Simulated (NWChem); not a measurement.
Ionisation of cyclopentanone (C₅H₈O)

```
C
H 1 1.0996
H 1 1.1032 2 106.96
C 1 1.5261 2 113.46 3 -121.31
H 4 1.0996 1 116.01 2 84.30
H 4 1.1050 5 106.62 1 124.71
C 4 1.5242 5 110.74 6 115.70
O 7 1.2021 4 125.91 5 -42.43
C 7 1.5242 8 125.91 4 180.00
H 9 1.0996 7 110.74 8 -42.43
H 9 1.1050 10 106.62 7 -115.70
C 9 1.5261 10 116.01 11 -124.71
H 12 1.0996 9 113.46 10 84.30
H 12 1.1032 13 106.96 9 121.31
```
Charge 0, spin multiplicity 1.

All runs are NWChem calculations. Structure: optimised with PBE0/def2-SVP, held to C2 symmetry and with no frequency check, so it may be a saddle point. It is one conformer; others weren't searched.

Basis set: def2-SVP. −ε marks an orbital energy of the parent.

B3LYP has NWChem's definition, with VWN1-RPA local correlation.

Question: For the first vertical ionisation energy, −ε(HOMO) of HF gives 10.79 eV and −ε(HOMO) of BHandHLYP gives 8.39 eV. What do −ε(HOMO) of B3LYP, −ε(HOMO) of PBE, G0W0@PBE give?

Answer: −ε(HOMO) of B3LYP: 6.59 eV; −ε(HOMO) of PBE: 5.26 eV; G0W0@PBE: 8.10 eV.
